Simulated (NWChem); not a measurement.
# CH2ClF; SMILES FCCl

Results from NWChem. All runs use the structure optimised with PBE0/def2-SVP. Level: B3LYP/def2-SVP with SMD (1 M gas to 1 M solution), gas-phase geometry.

Problem. Order these by “dipole in solution (D)”, lowest first: chloroform; n-hexane; 1-octanol.

Solution. n-hexane (1.93), chloroform (2.08), 1-octanol (2.14)
